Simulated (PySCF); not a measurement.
CH$_{6}$B$_{2}$Ge, B$_{3}$GeH$_{6}$, B$_{3}$GeH$_{7}$, CH$_{8}$B$_{2}$Ge and others (calculated)

Calculation on a computer-drawn molecule: the log of a Hartree-Fock and frozen-core CCSD(T) single point meant for a local Hartree-Fock minimum, with one planted fault or none, to be diagnosed. Offsets are logged minus clean, where the clean run is the same molecule without the fault. The reference is restricted for singlets and unrestricted otherwise, and also for a bond in bohr or an excited solution. Adding or removing an electron swaps singlet and doublet. The excited solution moves the top pair (singlet) or top alpha electron (doublet) to the lowest empty orbital. Highest occupied and lowest empty are orbital energies over both spins, largest force is the largest gradient component, triples share is (T) over the correlation energy, the T1 limit is 0.02 restricted and 0.045 unrestricted, electrons count all cores, a negative frequency is imaginary (commonest isotopes), and the dipole is about the centre of nuclear charge; on germanium a core potential holds 10 electrons, which the energies leave out, and 3d is frozen in MP2 and coupled-cluster steps. Program: PySCF 2.14.0.

Common to all runs: meant multiplicity 1; meant basis and core potential on germanium cc-pVDZ-PP ECP10MDF; logged SCF converged yes; logged CC converged yes; logged SCF stable within its kind yes; possible faults no fault, one electron removed, one electron added, multiplicity raised by two, geometry at a saddle point, SCF held on an excited solution, minimal basis STO-3G, one bond length entered in bohr, all coordinates scaled.

(1) 
```xyz
10
formula=CH6B2Ge meant_charge=0 meant_basis=cc-pVDZ logged_electrons=53 logged_basis_functions=95 logged_spin_squared=0.7565 logged_highest_occupied=-16.253 logged_lowest_empty=-6.378 logged_largest_force=0.047709 logged_T1_diagnostic=0.014996 logged_D1_diagnostic=0.059656 logged_triples_share=0.025803 logged_dipole_magnitude=1.7065 logged_energy_HF=-383.74569 logged_energy_CCSD(T)=-384.15723 planted_fault=one_electron_removed HF_energy_offset_from_clean_run=157.8 CCSD(T)_energy_offset_from_clean_run=194.1
B     -0.9805     0.1297     2.6608
B     -0.3892    -0.6122     1.2823
Ge    -1.2328    -0.4365    -0.5891
C     -0.5242    -1.2646    -1.9891
H     -0.6175     1.2295     2.9859
H     -1.7952    -0.4090     3.3630
H      0.5894    -1.3080     1.3115
H     -2.4842     0.4063    -0.8213
H      0.3643    -1.8760    -1.8816
H     -0.9363    -1.1983    -2.9892
```

Units: logged_highest_occupied, logged_lowest_empty in eV; logged_largest_force in hartree/bohr; logged_dipole_magnitude in debye; logged_energy_HF, logged_energy_CCSD(T) in hartree; HF_energy_offset_from_clean_run, CCSD(T)_energy_offset_from_clean_run in kcal/mol.

Drawn bonds:
```csv
atom,other atom,order
1,2,1
2,3,1
3,4,2
1,5,1
1,6,1
2,7,1
3,8,1
4,9,1
4,10,1
```

(2) 
```xyz
10
formula=CH6B2Ge meant_charge=0 meant_basis=cc-pVDZ logged_electrons=54 logged_basis_functions=95 logged_spin_squared=1.3683 logged_highest_occupied=-8.0545 logged_lowest_empty=0.9811 logged_largest_force=0.051951 logged_T1_diagnostic=0.071327 logged_D1_diagnostic=0.23286 logged_triples_share=0.042113 logged_dipole_magnitude=0.49729 logged_energy_HF=-383.88171 logged_energy_CCSD(T)=-384.32548 planted_fault=one_bond_length_entered_in_bohr,row_8_of_the_drawn_bonds HF_energy_offset_from_clean_run=72.48 CCSD(T)_energy_offset_from_clean_run=88.53
B     -0.9805     0.1297     2.6608
B     -0.3892    -0.6122     1.2823
Ge    -1.2328    -0.4365    -0.5891
C     -0.5242    -1.2646    -1.9891
H     -0.6175     1.2295     2.9859
H     -1.7952    -0.4090     3.3630
H      0.5894    -1.3080     1.3115
H     -2.4842     0.4063    -0.8213
H      1.1548    -2.4201    -1.7859
H     -0.9363    -1.1983    -2.9892
```

Units: logged_highest_occupied, logged_lowest_empty in eV; logged_largest_force in hartree/bohr; logged_dipole_magnitude in debye; logged_energy_HF, logged_energy_CCSD(T) in hartree; HF_energy_offset_from_clean_run, CCSD(T)_energy_offset_from_clean_run in kcal/mol.

Drawn bonds:
```csv
atom,other atom,order
1,2,1
2,3,1
3,4,2
1,5,1
1,6,1
2,7,1
3,8,1
4,9,1
4,10,1
```

Notes: T1 above single-reference limit.

(3) 
```xyz
10
formula=CH6B2Ge meant_charge=0 meant_basis=cc-pVDZ logged_electrons=54 logged_basis_functions=95 logged_spin_squared=1.0941 logged_highest_occupied=-8.2941 logged_lowest_empty=1.037 logged_largest_force=0.0095351 logged_T1_diagnostic=0.051446 logged_D1_diagnostic=0.16732 logged_triples_share=0.033946 logged_dipole_magnitude=0.66214 logged_energy_HF=-383.90838 logged_energy_CCSD(T)=-384.34769 planted_fault=one_bond_length_entered_in_bohr,row_1_of_the_drawn_bonds HF_energy_offset_from_clean_run=75.75 CCSD(T)_energy_offset_from_clean_run=88.6
B     -3.3932    -0.1222     1.7614
B     -1.4227    -1.9319     0.1037
Ge     0.0530    -3.2345     0.8434
C      1.5469    -1.8793     0.8758
H     -3.1115     1.0151     2.0402
H     -4.4432    -0.5416     2.1749
H     -1.4913    -1.9556    -1.1037
H      2.5156    -2.3744     0.9588
H      1.4014    -1.2646     1.7731
H      1.5573    -1.2062     0.0152
```

Units: logged_highest_occupied, logged_lowest_empty in eV; logged_largest_force in hartree/bohr; logged_dipole_magnitude in debye; logged_energy_HF, logged_energy_CCSD(T) in hartree; HF_energy_offset_from_clean_run, CCSD(T)_energy_offset_from_clean_run in kcal/mol.

Drawn bonds:
```csv
atom,other atom,order
1,2,1
2,3,1
3,4,1
1,5,1
1,6,1
2,7,1
4,8,1
4,9,1
4,10,1
```

Notes: T1 above single-reference limit.

(4) 
```xyz
10
formula=B3GeH6 meant_charge=1 meant_basis=cc-pVDZ logged_electrons=52 logged_basis_functions=95 logged_spin_squared=0.9044 logged_highest_occupied=-15.595 logged_lowest_empty=-5.7989 logged_largest_force=0.0087522 logged_T1_diagnostic=0.03563 logged_D1_diagnostic=0.13064 logged_triples_share=0.035515 logged_dipole_magnitude=0.98482 logged_energy_HF=-370.48261 logged_energy_CCSD(T)=-370.8505 planted_fault=one_bond_length_entered_in_bohr,row_9_of_the_drawn_bonds HF_energy_offset_from_clean_run=60.89 CCSD(T)_energy_offset_from_clean_run=70.85
B      1.0775    -1.3424     2.3194
B     -0.1578    -1.5399     1.1834
B     -1.5064    -0.5219     1.1675
Ge    -0.0184    -3.0287    -0.1890
H      1.9981    -0.6238     2.0673
H      1.0095    -1.9132     3.3667
H     -2.4670    -0.8093     1.8170
H     -1.4786     0.4802     0.5175
H     -0.5670    -4.4232     0.0482
H      1.2330    -2.6796    -2.7450
```

Units: logged_highest_occupied, logged_lowest_empty in eV; logged_largest_force in hartree/bohr; logged_dipole_magnitude in debye; logged_energy_HF, logged_energy_CCSD(T) in hartree; HF_energy_offset_from_clean_run, CCSD(T)_energy_offset_from_clean_run in kcal/mol.

Drawn bonds:
```csv
atom,other atom,order
1,2,1
2,3,1
2,4,1
1,5,1
1,6,1
3,7,1
3,8,1
4,9,1
4,10,1
```

(5) 
```xyz
11
formula=B3GeH7 meant_charge=0 meant_basis=cc-pVDZ logged_electrons=54 logged_basis_functions=100 logged_spin_squared=0 logged_highest_occupied=-10.172 logged_lowest_empty=1.3176 logged_largest_force=0.030565 logged_T1_diagnostic=0.016161 logged_D1_diagnostic=0.045544 logged_triples_share=0.029091 logged_dipole_magnitude=0.51436 logged_energy_HF=-371.40033 logged_energy_CCSD(T)=-371.82744 planted_fault=all_coordinates_scaled,by_+6.5_% HF_energy_offset_from_clean_run=18.71 CCSD(T)_energy_offset_from_clean_run=15.79
B     -0.6214     0.6753     0.5085
B      0.6198     1.8051    -0.0478
B      0.5933     3.5721    -0.1086
Ge     2.5317     0.8515    -0.7583
H     -1.5011     0.2159    -0.3016
H     -0.6524     0.2552     1.7181
H      0.1639     4.1866    -1.1474
H      1.0367     4.2832     0.8600
H      3.5212     0.7155     0.5363
H      3.2924     1.7487    -1.8924
H      2.2917    -0.6411    -1.3784
```

Units: logged_highest_occupied, logged_lowest_empty in eV; logged_largest_force in hartree/bohr; logged_dipole_magnitude in debye; logged_energy_HF, logged_energy_CCSD(T) in hartree; HF_energy_offset_from_clean_run, CCSD(T)_energy_offset_from_clean_run in kcal/mol.

Drawn bonds:
```csv
atom,other atom,order
1,2,1
2,3,1
2,4,1
1,5,1
1,6,1
3,7,1
3,8,1
4,9,1
4,10,1
4,11,1
```

(6) 
```xyz
12
formula=CH8B2Ge meant_charge=0 meant_basis=cc-pVDZ logged_electrons=56 logged_basis_functions=105 logged_spin_squared=0 logged_highest_occupied=-10.002 logged_lowest_empty=1.9909 logged_largest_force=2.78e-05 logged_lowest_frequency=55.773 logged_T1_diagnostic=0.012519 logged_D1_diagnostic=0.033598 logged_triples_share=0.026954 logged_dipole_magnitude=1.2575 logged_energy_HF=-385.22678 logged_energy_CCSD(T)=-385.71576 planted_fault=no_fault HF_energy_offset_from_clean_run=0 CCSD(T)_energy_offset_from_clean_run=0
B     -0.2643    -0.2273     1.8060
B      0.2846    -0.3434     0.2270
C      1.7844    -0.1746    -0.2552
Ge    -1.1607    -0.8322    -1.2350
H     -0.7139     0.8024     2.2397
H     -0.2871    -1.1807     2.5412
H      2.2102    -1.1897    -0.2309
H      1.8940     0.1789    -1.2832
H      2.4044     0.4408     0.4010
H     -1.3881     0.3859    -2.1476
H     -0.6639    -1.9864    -2.1224
H     -2.5295    -1.2419    -0.6684
```

Units: logged_highest_occupied, logged_lowest_empty in eV; logged_largest_force in hartree/bohr; logged_lowest_frequency in cm⁻¹; logged_dipole_magnitude in debye; logged_energy_HF, logged_energy_CCSD(T) in hartree; HF_energy_offset_from_clean_run, CCSD(T)_energy_offset_from_clean_run in kcal/mol.

Drawn bonds:
```csv
atom,other atom,order
1,2,1
2,3,1
2,4,1
1,5,1
1,6,1
3,7,1
3,8,1
3,9,1
4,10,1
4,11,1
4,12,1
```

(7) 
```xyz
7
formula=B2ClGeH3 meant_charge=0 meant_basis=cc-pV(D+d)Z logged_electrons=61 logged_basis_functions=89 logged_spin_squared=0.7879 logged_highest_occupied=-15.99 logged_lowest_empty=-6.7971 logged_largest_force=0.051439 logged_T1_diagnostic=0.026516 logged_D1_diagnostic=0.117 logged_triples_share=0.033139 logged_dipole_magnitude=3.3281 logged_energy_HF=-803.67915 logged_energy_CCSD(T)=-804.09656 planted_fault=one_electron_removed HF_energy_offset_from_clean_run=178.3 CCSD(T)_energy_offset_from_clean_run=191.6
B     -1.0661    -0.3912     0.2956
B     -1.0309    -1.1149     1.8179
Cl    -0.9286    -2.9092     1.8986
Ge    -1.1434    -0.3022     3.7723
H     -2.1077    -0.1540    -0.2547
H     -0.0526    -0.0654    -0.2604
H      0.4350    -0.1763     3.8323
```

Units: logged_highest_occupied, logged_lowest_empty in eV; logged_largest_force in hartree/bohr; logged_dipole_magnitude in debye; logged_energy_HF, logged_energy_CCSD(T) in hartree; HF_energy_offset_from_clean_run, CCSD(T)_energy_offset_from_clean_run in kcal/mol.

Drawn bonds:
```csv
atom,other atom,order
1,2,1
2,3,1
2,4,1
1,5,1
1,6,1
4,7,1
```

(8) 
```xyz
7
formula=B2ClGeH3 meant_charge=0 meant_basis=cc-pV(D+d)Z logged_electrons=63 logged_basis_functions=89 logged_spin_squared=0.7626 logged_highest_occupied=-1.2906 logged_lowest_empty=5.7914 logged_largest_force=0.020715 logged_T1_diagnostic=0.031668 logged_D1_diagnostic=0.16246 logged_triples_share=0.032513 logged_dipole_magnitude=3.0213 logged_energy_HF=-803.98332 logged_energy_CCSD(T)=-804.43727
B     -1.0661    -0.3912     0.2956
B     -1.0309    -1.1149     1.8179
Cl    -0.9286    -2.9092     1.8986
Ge    -1.1434    -0.3022     3.7723
H     -2.1077    -0.1540    -0.2547
H     -0.0526    -0.0654    -0.2604
H      0.4350    -0.1763     3.8323
```

Units: logged_highest_occupied, logged_lowest_empty in eV; logged_largest_force in hartree/bohr; logged_dipole_magnitude in debye; logged_energy_HF, logged_energy_CCSD(T) in hartree.

Drawn bonds:
```csv
atom,other atom,order
1,2,1
2,3,1
2,4,1
1,5,1
1,6,1
4,7,1
```

Questions
1. B$_{2}$ClGeH$_{3}$ (entry 8): planted fault?

Answers
1. one electron added

Further results for B$_{2}$ClGeH$_{3}$ (entry 8):

- HF energy offset from clean run: -12.58 kcal/mol
- CCSD(T) energy offset from clean run: -22.21 kcal/mol
